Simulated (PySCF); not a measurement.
## Ionisation energy of W by level of theory

W [Xe] 4f14 5d4 6s2 (5D) → W⁺ [Xe] 4f14 5d4 6s1 (6D), as a difference of total energies. All numbers are calculated (PySCF 2.14, a scalar-relativistic core potential, in aug-cc-pVDZ-PP with ECP60MDF (5s5p4d2f, 54 functions)). Correlated levels: valence: 5s2 5p6 frozen. The calculations carry no spin-orbit coupling.

| method | ionisation energy (eV) | error (eV) |
| --- | --- | --- |
| UHF | 5.909 | -1.916 |
| MP2 (valence) | 7.144 | -0.681 |
| SCS-MP2 (valence) | 7.380 | -0.445 |
| CCSD (valence) | 7.341 | -0.484 |
| CCSD(T) (valence) | 7.457 | -0.368 |

Reference: 7.825 eV (measured; NIST levels, between the centres of gravity of the two terms).

Errors of the correlated levels include the incompleteness of this basis and the frozen core.
